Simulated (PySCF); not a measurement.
Species: C₆H₈F₃ (charge +1).
Atom-mapped SMILES: `[CH2:1]=[CH:2][C+:3]([CH3:4])[CH2:5][C:6]([F:7])([F:8])[F:9]` (hydrogens: H10, H11 on C1; H12 on C2; H13, H14, H15 on C4; H16, H17 on C5)

Structure optimised with GFN2-xTB, isolated species.

(1) List the bond lengths, angles and torsions at this level.

Answers

(1) 
```csv
bond,length (Å)
C1=C2,1.354
C2–C3,1.414
C3–C4,1.447
C3–C5,1.479
C5–C6,1.554
C6–F7,1.319
"C6–F8, C6–F9",1.333
C1–H10,1.079
C1–H11,1.080
C2–H12,1.084
C4–H13,1.102
"C4–H14, C4–H15",1.091
"C5–H16, C5–H17",1.093
```

Bonds in one row agree within 0.01 Å and their mean is given. A selection of angles:
```csv
angle,degrees
C2–C1–H10,124.0
C2–C1–H11,120.3
H10–C1–H11,115.7
C1–C2–C3,125.9
C1–C2–H12,118.3
C3–C2–H12,115.9
C2–C3–C4,120.0
C2–C3–C5,121.4
C4–C3–C5,118.2
C3–C4–H13,108.4
C3–C4–H14,112.0
C3–C4–H15,113.6
H13–C4–H14,103.1
H13–C4–H15,108.2
H14–C4–H15,110.9
C3–C5–C6,109.8
C3–C5–H16,112.9
C3–C5–H17,112.2
C6–C5–H16,105.9
H16–C5–H17,109.6
C5–C6–F7,110.5
C5–C6–F8,110.2
F7–C6–F8,108.7
F7–C6–F9,108.5
```

Torsions: C1–C2–C3–C4 175° (antiperiplanar); C2–C3–C5–C6 -77° (synclinal); C3–C5–C6–F7 -177° (antiperiplanar). The mirror-image conformer, all signs reversed, is as good.

C1 (carbon bonded to C and 2 H) is planar (angles 124.0°, 120.3° and 115.7°, sum 360.0°, 0.01 Å off the plane of its three neighbours). C2 (carbon bonded to 2 C and H) is planar (angles 125.9°, 118.3° and 115.9°, sum 360.0°, 0.00 Å off the plane of its three neighbours). The 5 C–C bonds span 1.354 Å (C1=C2, drawn double in one of several resonance forms) to 1.554 Å (C5–C6, drawn single), a spread of 0.200 Å. Of the pairs four or more bonds apart, C1···F9 is among the closest relative to their van der Waals radii: 2.88 Å, 91 % of the sum of Bondi's values. C3 (carbon bonded to 3 C) is planar (angles 121.4°, 120.0° and 118.2°, sum 359.7°, 0.04 Å off the plane of its three neighbours).

Point group: C1 (no symmetry element, even within 0.4 Å). GFN2-xTB frequencies: not computed here.
